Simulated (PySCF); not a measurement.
## AsH: from constants to spectrum

UHF-CCSD(T) constants of AsH, ³Σ⁻ (triplet), unpaired electrons π ↑↑ (As 6-311G(d,p), H 6-311G(d,p); no relativity (PySCF 2.14); masses 74.9216 and 1.0078 u):

* ωe: 2158.3 cm⁻¹
* ωexe: 42.2 cm⁻¹
* Be: 7.282 cm⁻¹
* αe: 0.219 cm⁻¹
* D (centrifugal): 0.000332 cm⁻¹
* De to As + H: 2.61 eV

Give the vibrational terms G(v) and spacings up to v = 6.

G(v) = ωe(v+½) − ωexe(v+½)².

| v | G(v) (cm⁻¹) | G(v) − G(v−1) | Bv (cm⁻¹) |
| --- | --- | --- | --- |
| 0 | 1069 |  | 7.173 |
| 1 | 3143 | 2074 | 6.954 |
| 2 | 5132 | 1989 | 6.734 |
| 3 | 7037 | 1905 | 6.516 |
| 4 | 8858 | 1821 | 6.296 |
| 5 | 10594 | 1736 | 6.078 |
| 6 | 12246 | 1652 | 5.859 |

How well does the Morse estimate ωe²/(4ωexe) reproduce De, and what is D0?

It gives 3.42 eV, 131 % of the computed De. D0 = De − G(0) = 2.61 − 0.13 = 2.48 eV.

Correlated steps freeze 9 core orbitals. Spin–orbit coupling is left out. The state is the lowest determinant that a PBE0 search found; another state may lie lower at other levels.
